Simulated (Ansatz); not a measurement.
`COC(C)C` + `NC=[Se]` → `CNC=[Se]` + `CCOC`  (substitution at a C–C bond)

Calculated with Ansatz (gas phase, PBE0-D4/def2-TZVP geometries, no zero-point term in ΔE). CBS: MP2 limit from def2 TZ/QZ plus the TZ coupled-cluster correction, frozen cores. For Se outer-core shells are correlated without core-valence functions, which leaves a few kJ/mol of doubt a bond. Scalar relativity is left out up to krypton. One conformer a species, not always the lowest.

```csv
species,CCSD(T)/CBS(def2) energy (Eh)
`COC(C)C`,-233.39375
`NC=[Se]`,-2495.24969
`CNC=[Se]`,-2534.50559
`CCOC`,-194.12862
```

(1) Work out ΔE.

Largest T1 diagnostic among the species: 0.017.

Answers

(1) ΔE = (-2534.50559) + (-194.12862) − (-233.39375) − (-2495.24969) = 0.00923 Eh = +5.8 kcal/mol.
